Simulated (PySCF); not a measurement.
# How methods differ on the excitation energy of Co

Co [Ar] 3d7 4s2 (4F) → Co [Ar] 3d6 4s2 5s1 (6D), as a difference of total energies. Computed with PySCF 2.14 in aug-cc-pVDZ-DK, with the spin-free X2C one-electron Hamiltonian (Gaussian nucleus). Correlated levels: valence: [Ar] frozen. The calculations carry no spin-orbit coupling.

```
           method  excitation energy (eV)
              UHF                   8.287
    MP2 (valence)                   9.906
SCS-MP2 (valence)                   9.931
   CCSD (valence)                   9.729
CCSD(T) (valence)                   9.792
```

**Question.** How much does correlation contribute at CCSD(T) (valence)?

**Answer.** 9.792 − (8.287) = 1.505 eV, measured against UHF.

The upper state lies above the first ionisation limit, but in LS coupling its spin forbids autoionisation to the ground ion. A Rydberg-like electron needs more diffuse functions than a valence basis has.

The promoted electron is Rydberg-like, and one or two diffuse shells describe it only roughly, which tends to raise the upper state.
